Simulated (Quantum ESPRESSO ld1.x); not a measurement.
Valence configurations of the tantalum ion Ta+ (all share [Xe]). Calculated with ld1.x of Quantum ESPRESSO 7.5: scalar-relativistic Kohn-Sham, LDA (Slater exchange, VWN5 correlation), spin-polarised, spherical densities, point nucleus; open shells are filled with parallel spins first. Energies are relative to 4f14 5d3 6s1; eigenvalues in eV for spin up.

valence           E (eV)  moment (Bohr magnetons)    e(4f)    e(5d)    e(6p)    e(6s)
4f14 5d3 6s1       0.000                        4  -32.136  -11.497        -  -12.580
4f14 5d4           1.359                        4  -29.812  -10.067        -        -
4f14 5d2 6s1 6p1   4.960                        4  -36.197  -14.237   -8.554  -14.341
4f14 5d3 6p1       5.400                        4  -33.590  -12.663   -7.980        -
4f13 5d4 6s1      23.594                        6  -41.144  -12.964        -  -13.035
4f13 5d5          24.002                        6  -38.562  -11.332        -        -
4f13 5d3 6s2      25.718                        4  -44.084  -14.595        -  -13.683
4f12 5d5 6s1      53.905                        8  -50.661  -14.392        -  -13.406
4f12 5d3 6s1 6p2  71.120                        8  -59.821  -20.750  -10.264  -17.130
4f11 5d5 6s2      96.305                        8  -64.068  -17.894        -  -14.552

NIST lists [Xe] 4f14 5d3 6s1 as the ground configuration; this level of theory agrees among the configurations tried. The energies are those of spherical high-spin densities, not of single terms.
